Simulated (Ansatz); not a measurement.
Total energies of ClHInO, SMILES `[O][InH][Cl]` radical.

```xyz
4

O     1.684    0.944   -0.255
In   -0.109    0.152    0.108
Cl   -0.184   -1.985   -0.780
H    -1.391    0.889    0.927
```

The species carries charge 0 and has multiplicity 2. Correlated methods include outer-core shells of In, which these sets cover unevenly. In takes the def2 core potential. The geometry is a stationary point of PBE0-D4/def2-TZVP. Basis def2-TZVPP, the Gaussian-basis code of Ansatz.

RPA on PBE orbitals: Hartree–Fock energy of these orbitals -724.15141 Eh, correlation -1.03315 Eh (frozen core).

| functional | energy without D4 (Eh) | D4 term (kJ/mol) |
| --- | --- | --- |
| LDA (SPW92) | -723.81853 | – |
| PBE | -725.91242 | -7.3 |
| revPBE | -726.12212 | -16.6 |
| BLYP | -726.12596 | -15.2 |
| r2SCAN | -726.18681 | -1.6 |
| B97M-V | -726.04267 | – |
| PBE0 | -725.94730 | -6.2 |
| B3LYP | -726.26225 | -11.9 |
| r2SCANh | -726.16667 | -1.7 |
| r2SCAN0 | -726.13786 | -2.0 |
| HSE06 (plane-wave form) | -725.93494 | -5.9 |
| BHLYP | -726.06969 | -11.4 |
| CAM-B3LYP | -726.14914 | -6.5 |
| LC-ωPBE | -726.03749 | – |
| ωB97X-V | -726.06293 | – |
| ωB97M-V | -726.08236 | – |
| B2PLYP | -725.78685 | – |
| PBE-QIDH | -725.64543 | – |

B3LYP takes the VWN-RPA correlation (the form of Gaussian; ORCA's B3LYP/G). HSE06 is the plane-wave form, built on full-range PBE exchange. The double hybrids freeze the cores in their second-order part.

LC-ωPBE has ω = 0.4 bohr⁻¹.
